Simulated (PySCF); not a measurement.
C3H4O2Si, SMILES O=C1C=C[SiH2]O1.

Geometry optimised at PBE0-D3(BJ)/def2-SVP. The structure was generated by enumeration, and PubChem lists no compound with its InChIKey, so it may never have been made.

Method: PySCF with CAM-B3LYP/def2-TZVP.

Symmetry labels are those of the subgroup Cs that the program uses (full group Cs).

### Question
List the valence orbital energies around the gap with their symmetry. (The exact figures need the calculation; the answer reports its results.)

### Answer

```json
[
 {"orbital": "HOMO−7", "symmetry": "A'", "energy (eV)": "-14.44"},
 {"orbital": "HOMO−6", "symmetry": "A'", "energy (eV)": "-13.99"},
 {"orbital": "HOMO−5", "symmetry": "A\"", "energy (eV)": "-12.25"},
 {"orbital": "HOMO−4", "symmetry": "A'", "energy (eV)": "-11.96"},
 {"orbital": "HOMO−3", "symmetry": "A'", "energy (eV)": "-11.38"},
 {"orbital": "HOMO−2", "symmetry": "A\"", "energy (eV)": "-10.74"},
 {"orbital": "HOMO−1", "symmetry": "A\"", "energy (eV)": "-10.05"},
 {"orbital": "HOMO", "symmetry": "A'", "energy (eV)": "-9.68"},
 {"orbital": "LUMO", "symmetry": "A\"", "energy (eV)": "-0.80"},
 {"orbital": "LUMO+1", "symmetry": "A'", "energy (eV)": "0.68"},
 {"orbital": "LUMO+2", "symmetry": "A'", "energy (eV)": "1.73"},
 {"orbital": "LUMO+3", "symmetry": "A'", "energy (eV)": "2.49"}
]
```
